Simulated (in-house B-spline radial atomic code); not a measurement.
The numbers below are computed, except where a source is named.
Making a Troullier-Martins d channel for Te, r_c = 0.91 bohr

Te, [Kr] 4d10 5s2 5p4, non-relativistic PBE, spherical and spin-unpolarised, from an all-electron radial atomic-structure program (B-spline basis) (atomic units). The all-electron 4d level is ε = -1.606449 hartree, its outermost node lies just inside 0.37 bohr and its outer maximum at 0.81 bohr.

Inside r_c the pseudo-orbital is u(r) = r^3 exp(p(r)), with p = c0 + c2 r² + c4 r⁴ + … + c12 r¹². The seven coefficients follow from p and its first four derivatives at r_c, from zero curvature of the screened potential at the origin, c4 = −c2²/(2l + 5), and from the norm inside r_c. At r_c the all-electron orbital has P = 1.08608, P' = -0.5648453, the screened potential V = -7.110602, V' = 18.4086, V'' = -63.2876, and the norm inside is Q = 0.4931054.

Task: What are p, p' and p'' at r_c?

Result: p = ln(P/r_c^3) = ln(1.08608/0.753571) = 0.36551. p' = P'/P − 3/r_c = -0.52008 − 3.29670 = -3.81678. The radial equation gives p'' = 2(V − ε) − 2(3) p'/r_c − p'² = -11.00831 − (-25.16558) − 14.56781 = -0.41053. Differentiating, p''' = 2V' + 2(3)p'/r_c² − 2(3)p''/r_c − 2p'p'' = 8.7357, and p'''' = 2V'' − 4(3)p'/r_c³ + 4(3)p''/r_c² − 2(3)p'''/r_c − 2p''² − 2p'p''' = -62.996.

For a trial c2 the five matching conditions are linear in c0, c6, c8, c10 and c12, and c2 is varied until the norm inside r_c equals Q. The root nearest zero gives:

```csv
n,c_n
0,2.532677
2,-2.913062
4,-0.9428813
6,4.151819
8,-5.323149
10,3.376468
12,-0.8608394
```

Task: Check c4 and p(r_c), and find the screened pseudopotential at the origin.

Result: −c2²/9 = -0.942881, as listed. The terms c_n r_c^n are 2.53268, -2.41231, -0.64658, 2.35769, -2.50322, 1.31485, -0.27760, which sum to 0.36551. Inverting the radial equation, V_l(r) = ε + 3 p'/r + (p'' + p'²)/2, so V_l(0) = ε + (2l + 3) c2 = -1.606449 + 7 × (-2.91306) = -21.9979 hartree, finite where the all-electron potential diverges.

Orbitals and screened potentials:

```tsv
r (bohr)	P	u	V all-electron	V pseudo
0.091	-0.3057	0.009259	-388.7	-21.99
0.228	-0.5593	0.128	-101.7	-21.62
0.364	-0.001802	0.4092	-46.07	-20.04
0.501	0.6165	0.753	-25.26	-16.93
0.637	0.9847	1.009	-15.73	-13.22
0.774	1.113	1.114	-10.33	-9.909
0.91	1.086	1.086	-7.111	-7.111
```

Logarithmic derivatives P'/P at R = 1.21 bohr, for energies E around ε:

```
E − ε (hartree)  all-electron     pseudo
           -0.5     -0.295847  -0.296454
          -0.25     -0.723922  -0.724099
           -0.1      -1.02291   -1.02292
              0      -1.24421   -1.24418
            0.1      -1.48636   -1.48637
           0.25      -1.89656   -1.89688
            0.5      -2.74791   -2.74992
```

Task: With P(R) = 0.8176941 and a norm of 0.7729206 inside R, what slope in energy does norm conservation fix?

Result: d(P'/P)/dE = −2 × (norm inside R)/P(R)² = -2.3120 per hartree·bohr at E = ε, for both atoms, since orbital and norm agree at R. Differences over ±0.1 hartree give -2.3172 (all-electron) and -2.3172 (pseudo), which also hold third-order terms. Half a hartree below ε the two curves differ by -0.0006.
